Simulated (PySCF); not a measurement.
ClGeH₆NSi, SMILES [Si@H]([GeH3])(N)Cl. Atoms are numbered in the order given.

```xyz
10

N     -1.8859     0.8729     0.8781
Si    -0.8909    -0.3522     0.1995
Cl    -1.0803    -0.5763    -1.8790
Ge     1.3828     0.2078     0.5811
H     -2.8864     0.7229     0.9597
H     -1.6818     1.8485     0.6895
H     -1.3187    -1.6515     0.7858
H      2.3156    -0.7736    -0.1479
H      1.6431     1.6261     0.0364
H      1.7185     0.1965     2.0843
```
Charge 0, spin multiplicity 1.

Coordinates come from a PBE0-D3(BJ)/def2-SVP optimisation. The structure was generated by enumeration; whether it is a known compound was not checked. One conformer was computed; it need not be the lowest.

Calculation: PySCF with r2SCAN/def2-TZVP.

Atomic charges (e):

```tsv
atom	Löwdin	Mulliken	IAO
N1	-0.26	-0.63	-0.85
Si2	-0.27	(withheld)	0.83
Cl3	0.17	-0.28	-0.36
Ge4	0.23	-0.03	0.14
H5	0.16	0.24	0.28
H6	0.16	0.25	0.28
H7	-0.04	(withheld)	-0.13
H8	-0.05	(withheld)	-0.06
H9	-0.05	(withheld)	-0.06
H10	-0.05	(withheld)	-0.06
```

Problem. What belongs in the gaps? (Estimate from the structure and the level; the computed values follow.)

Solution. 
- Si2, Mulliken: 0.45
- H7, Mulliken: -0.03
- H8, Mulliken: 0.01
- H9, Mulliken: 0.01
- H10, Mulliken: 0.01
